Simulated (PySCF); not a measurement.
## Pt⁺ (platinum, charge +1) across methods

[Xe] 4f14 5d9, 2D determinant. Calculation: PySCF 2.14, in aug-cc-pVQZ-PP with ECP60MDF; scalar relativity through the core potential.

| method | E (hartree) | mean ε 5p β (eV) | mean ε 5d α (eV) | mean ε 5d β (eV) | Σ⟨r²⟩ (bohr²) | ⟨S²⟩ |
| --- | --- | --- | --- | --- | --- | --- |
| PBE | -119.0694 | -64.473 | -14.941 | -14.340 | 40.28 | 0.995 |
| PBE0 | -119.0355 | -67.766 | -16.393 | -15.729 | 39.82 | 0.934 |
| UHF | -118.23816 | -76.967 | -20.135 | -19.222 | 39.31 | 0.923 |
| LDA | -118.8267 | -64.410 | -15.047 | -14.440 | 40.37 | 0.887 |
| TPSS | -119.0127 | -64.827 | -14.890 | -14.298 | 40.22 | 1.036 |
| BLYP | -119.0222 | -64.426 | -14.781 | -14.226 | 40.44 | 0.960 |

Problem. Estimate the same row for TPSSh.

Solution. E (hartree) = -119.0048; mean ε 5p β (eV) = -66.092; mean ε 5d α (eV) = -15.462; mean ε 5d β (eV) = -14.845; Σ⟨r²⟩ (bohr²) = 40.03; ⟨S²⟩ = 1.000.

Energies and moments cover only the electrons outside the core potential. Spin-orbit coupling, absent here, splits the open shell strongly. ⟨S²⟩ = 0.99 against 0.75 shows spin contamination.
